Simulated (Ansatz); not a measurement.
FGeH3 (SMILES [F][GeH3]) moved off its minimum; all values from Ansatz (a first-principles code), cores frozen in correlated methods.
(charge 0, multiplicity 1)
```xyz
5

Ge    -0.38870     0.26975     0.14456
F      1.35915    -0.48139     0.21263
H     -0.82802    -0.73937    -1.26586
H      0.01077     1.61825    -0.52462
H     -1.00516     0.01245     1.52573
```

Problem. Give the forces (eV/Å), the total energy and the dipole at CCSD(T)/aug-cc-pVTZ.

Solution. 
```
atom      Fx      Fy      Fz
----  ------  ------  ------
Ge1    2.928  -2.713  -3.074
F2    -2.305   1.045   0.355
H3    -0.002   1.362   2.184
H4    -0.503   0.046   0.678
H5    -0.117   0.261  -0.143
```
Energy -2177.0498 hartree, dipole 3.55 D.
